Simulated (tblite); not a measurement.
Species: C7H12O2.
Z-matrix (Å and degrees, GFN2-xTB geometry), rows numbered from 1:
```
C 
C   1  1.5231
C   2  1.5269  1  111.58
C   3  1.5240  2  111.95  1   178.30
C   4  1.5327  3  114.20  2   178.24
C   5  1.5117  4  103.14  3   147.74
O   6  1.1986  5  127.73  4   166.79
C   6  1.5186  5  105.73  4   -12.55
O   8  1.4040  6  107.08  5    -6.94
H   1  1.0872  2  110.54  3   178.59
H   1  1.0881  2  110.52  3    58.60
H   1  1.0877  2  110.63  3   -61.36
H   2  1.0923  1  109.54  3  -121.08
H   2  1.0902  1  109.96  3   120.50
H   3  1.0921  2  109.87  1   -60.99
H   3  1.0915  2  109.35  1    58.01
H   4  1.1038  3  109.59  2    55.06
H   5  1.0931  4  110.80  3    32.41
H   5  1.0875  4  114.24  3   -90.54
H   8  1.0922  6  112.19  5  -126.85
H   8  1.1018  6  108.44  5   113.38
```

Method: GFN2-xTB as coded in tblite; computed harmonic values from a numerical Hessian at the method's own geometry, unscaled. Errors from tens to a few hundred cm⁻¹ against measured bands are possible. One conformer, not necessarily the lowest.

Harmonic wavenumbers (cm⁻¹): 55.0, 80.0, 85.5, 142.0, 167.4, 233.8, 309.6, 324.8, 444.5, 471.8, 491.2, 590.3, 653.8, 779.9, 793.4, 861.7, 869.9, 914.2, 948.3, 974.5, 1042.2, 1059.4, 1079.2, 1098.3, 1103.9, 1127.1, 1141.5, 1154.3, 1174.8, 1216.5, 1234.2, 1251.6, 1273.1, 1277.2, 1302.8, 1334.5, 1369.4, 1415.9, 1420.7, 1427.3, 1469.3, 1494.4, 1503.8, 1506.0, 1819.0, 2823.8, 2847.4, 2964.5, 2970.5, 2971.0, 2977.9, 2989.1, 3008.1, 3026.5, 3031.4, 3036.4, 3042.5.

A = 5231, B = 744.3, C = 679.3 MHz; mass 128.084 u (most abundant isotopes); point group C1, symmetry number 1.

Q: Zero-point energy?

A: ½Σν̃ = 39089 cm⁻¹ = 111.76 kcal/mol.

Q: What is S at 400 K and 1 bar for an ideal gas of classical rigid rotors and harmonic oscillators?

A: Translation 41.94, rotation 30.06, vibration 37.15: S = 109.2 cal/(mol K).

Q: And Cp and H(400 K) − H(0)?

A: Cp = 48.17 cal/(mol K), of which vibrations give 40.22 (their classical limit is 57 R = 113.3); H(400 K) − H(0) = 10.95 kcal/mol without the zero-point energy, 7.77 from vibrations.

Q: Blend soft modes into free rotors: weight 1/[1 + (100 cm⁻¹/ν̃)⁴] for the oscillator and the rest for a rotor with moment μB/(μ + B), μ = h/(8π²ν), B = 10⁻⁴⁴ kg m². What vibrational entropy results?

A: 34.20 cal/(mol K) in place of 37.15, which changes −T·S at 400 K by +1.18 kcal/mol.

Q: How do the functions run with temperature in this model?

A: 
```tsv
T (K)	S (cal/(mol K))	Cp (cal/(mol K))	H − H(0) (kcal/mol)	G − H(0) (kcal/mol)	ln q(vib)
50	58.4	13.2	0.50	-2.42	0.45
100	69.1	18.1	1.29	-5.63	1.62
298.15	96.7	36.8	6.62	-22.23	6.46
373.15	105.9	45.2	9.69	-29.83	8.27
500	121.0	58.3	16.28	-44.23	11.39
750	148.5	77.0	33.36	-77.99	17.58
1000	172.4	89.1	54.22	-118.16	23.56
```

q(vib) and H(0) count from the zero-point level.

Q: What must be added to the electronic energy to get the Gibbs energy at 400 K and 1 bar?

A: ZPE + [H(400 K) − H(0)] − T·S = 111.76 + 10.95 − 43.66 = 79.05 kcal/mol.

Q: Which modes carry the vibrational entropy at 400 K?

A: 55.0 cm⁻¹: 5.21; 80.0 cm⁻¹: 4.47; 85.5 cm⁻¹: 4.34; 142.0 cm⁻¹: 3.34; 167.4 cm⁻¹: 3.03; 233.8 cm⁻¹: 2.39 cal/(mol K); the other 51 give 14.37 together.

Hindered rotation and anharmonicity are outside this model. Other conformers, if any are populated, would add a mixing term that is left out. The structure is chiral; the term R ln 2 for an equal mix with its mirror image is left out.
